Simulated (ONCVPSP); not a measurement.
# thallium, ONCV: configuration errors across variants

ONCVPSP 4.0.1 input, shortened (lines: element, Z, core and valence counts, functional; n l f; lmax; l rc ep ncon nbas qcut; lloc lpopt rc5 dvloc0; l nproj debl; icmod fcfact rcfact), LDA (Perdew-Wang 92), scalar-relativistic:

```
  Tl 81.00   10    4  -001012      upf
    1    0    2.00
    2    0    2.00
    2    1    6.00
    3    0    2.00
    3    1    6.00
    3    2   10.00
    4    0    2.00
    4    1    6.00
    4    2   10.00
    4    3   14.00
    5    0    2.00
    5    1    6.00
    5    2   10.00
    6    0    2.00
    2
    0    1.40    0.00    4    7    7.20
    1    1.55    0.00    3    6    7.60
    2    2.05    0.00    4    8    7.70
    4    5    0.90    3.00
    0    2    3.20
    1    1    0.40
    2    1    4.00
    1    0.70    0.00
```

All-electron excitation energies from the reference (eV): (1) 5s2 5p6 5d10 6s2 6p1 -5.401; (2) 5s2 5p6 5d10 6s1 21.195; (3) 5s2 5p6 5d10 6s0 51.792; (4) 5s2 5p6 5d10 6s1 6p1 8.381.

1 further variants failed, have other tests or too few solved ones, and are left out.

Errors AE − PS in meV (a dash: test not solved or not reliable):

| change | (1) | (2) | (3) | (4) | bound ghosts | GHOST(+) flags above zero |
| --- | --- | --- | --- | --- | --- | --- |
| base | +517 | -9.5 | -31 | +846 | none | s |
| d: qcut 4.8 | +517 | -11 | -44 | +846 | none | s, d |
| d: qcut 7.3 | +517 | -9.5 | -32 | +846 | none | s |
| d: qcut 8 | +517 | -9.4 | -31 | +846 | none | s |
| d: qcut 9 | +517 | -9.3 | -30 | +844 | none | s |
| d: qcut 10 | +517 | -9.4 | -30 | +844 | none | s |

(1) Give the same row for: d: qcut 5.8.

## Answers

(1) +517, -10, -36, +846; bound ghosts: none; GHOST(+) flags above zero: s.
